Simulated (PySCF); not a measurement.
TDDFT excited states: C3H9FO3Si

C₃H₉FO₃Si.
SMILES: `CO[Si](F)(OC)OC`

Method: TDDFT CAM-B3LYP/def2-SVPD, vertical, gas phase, core orbitals frozen in the response (PySCF). The structure is a single GFN2-xTB conformer in the gas phase; no vibrational or solvent corrections. Torsions of this conformer, `[CH3:1][O:2][Si:3]([F:4])([O:5][CH3:6])[O:7][CH3:8]`: C1–O2–Si3–F4 65°, O2–Si3–O5–C6 -176°, O2–Si3–O7–C8 -54°.

```csv
state,E (eV),ν̃ (cm⁻¹),f,"main configurations (H = HOMO, L = LUMO)"
S1,8.03,64730,0.0009,H-1/H→L (≥74%)
S2,8.03,64750,0.0009,H-1/H→L (≥74%)
S3,8.41,67840,0.0040,"H-2→L (57%), H-1/H→L+1/L+2 (≥25%)"
S4,8.71,70260,0.0036,"H-5→L (56%), H-2→L (10%)"
S5,8.72,70330,0.0006,H-3→L (72%)
S6,8.72,70330,0.0006,H-4→L (69%)
```

Triplets, Tamm–Dancoff:

```tsv
state	E (eV)	λ (nm)	main configurations (H = HOMO, L = LUMO)
T1	7.82	158.6	H-1/H→L (≥66%)
T2	7.82	158.6	H-1/H→L (≥66%)
T3	8.18	151.6	H-2→L (54%)
```

The lowest singlet level (S1/S2) lies at 8.03 eV (154 nm, vacuum ultraviolet) and is very weak. The largest oscillator strength of a single state is 0.0040. S1/S2 and S4/S5/S6 lie within about 0.01 eV of each other in each set; the point group C3 has degenerate representations, and within a degenerate level the listed configurations can mix freely. Löwdin shares by element: HOMO (one of a set within 0.03 eV) oxygen 61% or more, carbon 16% or more (atoms not listed hold the other 23%); LUMO silicon 29%, carbon 29% (atoms not listed hold the other 43%). Of the 6 states listed, none reaches f = 0.01 and none stays under 0.0005. Orbital energies (eV): HOMO-3 -10.74, HOMO-2 -10.53, HOMO-1 -10.02, HOMO -10.02, LUMO 1.05, LUMO+1 1.71, LUMO+2 1.71. The listed states span 0.69 eV, and the widest gap between neighbours is 0.38 eV (S2 to S3). Orbitals of the list HOMO-3 to LUMO+2 that lie within 0.01 eV of each other are written together with a slash and their weights summed (≥ marks a lower bound); for degenerate orbitals outside that list single weights are arbitrary. Singlets were solved by full linear response, triplets in the Tamm–Dancoff approximation. The highest level found (8.96 eV, f 0.021 so far) is left out, since the window may have cut off a degenerate partner.
